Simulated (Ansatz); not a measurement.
## Molecular dynamics of Li16B

input.yaml

```yaml
accuracy: low
crystal:
  lattice:
    - [6.98, 0.0, 0.0]
    - [0.0, 6.98, 0.0]
    - [0.0, 0.0, 6.98]
  atoms:
    - { symbol: Li, position: [0.00947924, -0.04464875, -0.00010629] }
    - { symbol: Li, position: [0.42785848, 0.04220873, -0.00053591] }
    - { symbol: Li, position: [0.00974028, 0.54415557, -0.0001176] }
    - { symbol: Li, position: [-0.01878175, -0.02830642, 0.49990115] }
    - { symbol: Li, position: [0.23981348, 0.24993629, 0.29363744] }
    - { symbol: Li, position: [0.428059, 0.45754273, -0.00052697] }
    - { symbol: Li, position: [0.54097383, 0.02578384, 0.49946942] }
    - { symbol: Li, position: [0.82156435, 0.24982824, 0.20727367] }
    - { symbol: Li, position: [-0.01878515, 0.52824171, 0.49989043] }
    - { symbol: Li, position: [0.26860577, 0.74996127, 0.2782218] }
    - { symbol: Li, position: [0.24058112, 0.24994948, 0.70485252] }
    - { symbol: Li, position: [0.54087656, 0.47408509, 0.49947379] }
    - { symbol: Li, position: [0.70899272, 0.74981875, 0.22394896] }
    - { symbol: Li, position: [0.82223072, 0.24982034, 0.79200088] }
    - { symbol: Li, position: [0.26854232, 0.74996981, 0.72166797] }
    - { symbol: Li, position: [0.70871971, 0.74981207, 0.77568941] }
    - { symbol: B, position: [0.12487232, 0.24967306, -0.00100027] }
basis:
  ecutwfc: 420.0
kpoints:
  mp_grid: { grid: [2, 2, 2] }
hamiltonian:
  xc: pbe
scf:
  occupations: { method: fermi_dirac, width: 0.15 }
  lower_state_search: "off"
md:
  timestep: 1
  n_steps: 270
  ensemble: nvt_nose_hoover
  temperature: 1200.0
  initial_velocities: maxwell_boltzmann
  seed: 195085
  nose_hoover: { tau: 50.0, chain_length: 1 }
```

Command:

```bash
$ ansatz run input.yaml --threads 1 --pin off --max-ram 3072MiB --backend cpu --events-out ev --progress --plain --runs-dir out
```

It starts from a relaxed structure.

Output, in part (step lines):

```
md step     0: t =     0.00 fs  T =  1200.0 K  F+E_penalty+E_count = -3429.38345607 eV  E_kin = 2.481792 eV  conserved = -3426.90166409 eV  (7 SCF iters)
md step     1: t =     1.00 fs  T =  1197.5 K  F+E_penalty+E_count = -3429.37836943 eV  E_kin = 2.476715 eV  conserved = -3426.90165491 eV  (6 SCF iters)
md step     2: t =     2.00 fs  T =  1190.1 K  F+E_penalty+E_count = -3429.36301735 eV  E_kin = 2.461382 eV  conserved = -3426.90164130 eV  (6 SCF iters)
md step     3: t =     3.00 fs  T =  1177.9 K  F+E_penalty+E_count = -3429.33761097 eV  E_kin = 2.436017 eV  conserved = -3426.90162305 eV  (6 SCF iters)
md step     4: t =     4.00 fs  T =  1160.9 K  F+E_penalty+E_count = -3429.30244601 eV  E_kin = 2.400933 eV  conserved = -3426.90160028 eV  (6 SCF iters)
md step     5: t =     5.00 fs  T =  1139.4 K  F+E_penalty+E_count = -3429.25790223 eV  E_kin = 2.356539 eV  conserved = -3426.90157116 eV  (3 SCF iters)
md step     6: t =     6.00 fs  T =  1113.7 K  F+E_penalty+E_count = -3429.20444347 eV  E_kin = 2.303328 eV  conserved = -3426.90153647 eV  (3 SCF iters)
md step     7: t =     7.00 fs  T =  1084.0 K  F+E_penalty+E_count = -3429.14261841 eV  E_kin = 2.241882 eV  conserved = -3426.90149685 eV  (3 SCF iters)
[... lines left out ...]
md step   269: t =   269.00 fs  T =   636.9 K  F+E_penalty+E_count = -3427.15833453 eV  E_kin = 1.317224 eV  conserved = -3426.90022499 eV  (3 SCF iters)
md step   270: t =   270.00 fs  T =   623.2 K  F+E_penalty+E_count = -3427.14541515 eV  E_kin = 1.288897 eV  conserved = -3426.90015697 eV  (6 SCF iters)
```

The steps, from the saved trajectory:

```tsv
time (fs)	T (K)	potential energy less start (eV)	conserved less start (meV/atom)
0.0	1200	0.000	0.00
9.0	1014	0.387	0.02
18.0	613	1.236	0.05
27.0	347	1.824	0.07
36.0	416	1.748	0.05
45.0	650	1.407	0.02
54.0	763	1.412	0.03
63.0	696	1.830	0.07
72.0	735	2.052	0.08
81.0	1018	1.886	0.05
90.0	1295	1.904	0.04
99.0	1270	2.610	0.08
108.0	1249	3.253	0.14
117.0	1652	3.108	0.09
126.0	1954	3.268	0.12
135.0	2138	3.596	0.18
144.0	2458	3.486	0.12
153.0	2399	3.869	0.15
162.0	2170	4.284	0.21
171.0	2272	3.761	0.14
180.0	2195	3.343	0.14
189.0	1896	3.207	0.11
198.0	1427	3.442	0.13
207.0	1077	3.592	0.14
216.0	982	3.322	0.11
225.0	927	3.021	0.11
234.0	907	2.694	0.10
243.0	903	2.367	0.08
252.0	845	2.191	0.09
261.0	759	2.128	0.07
270.0	623	2.238	0.09
```

The run went to its last step. The conserved energy stayed within 0.22 meV per atom of its start (net change 0.089 meV per atom), so the integration is sound. The mean temperature of the second half is 26 % above the set value. A run of 0.27 ps of so small a system gives no equilibrium averages. Limits of this set-up: coarse k mesh, odd electron count without spin, low accuracy level.

Mean squared displacements from the first frame to the last, about the centre of mass: Li 4.82 Å², B 4.72 Å².

Last frame:

```xyz
17
Lattice="6.9800 0.0000 0.0000 0.0000 6.9800 0.0000 0.0000 0.0000 6.9800" Properties=species:S:1:pos:R:3
Li 0.318 -0.239 1.484
Li 1.719 2.623 0.224
Li -0.945 2.916 0.885
Li 0.983 -0.899 3.977
Li 2.695 1.280 3.222
Li 4.942 2.419 -2.131
Li 3.417 -0.299 5.385
Li 3.474 0.931 0.611
Li -2.107 6.228 2.879
Li 2.291 4.451 2.110
Li 2.117 3.647 4.886
Li 7.230 2.244 3.503
Li 4.293 4.569 0.117
Li 6.930 0.478 6.016
Li 0.462 5.038 6.427
Li 5.786 4.448 4.319
B -0.243 3.048 -1.338
```

Time of the run: 15 min on 1 thread of Arm Neoverse V1 (shared host), peak memory 0.61 GiB.
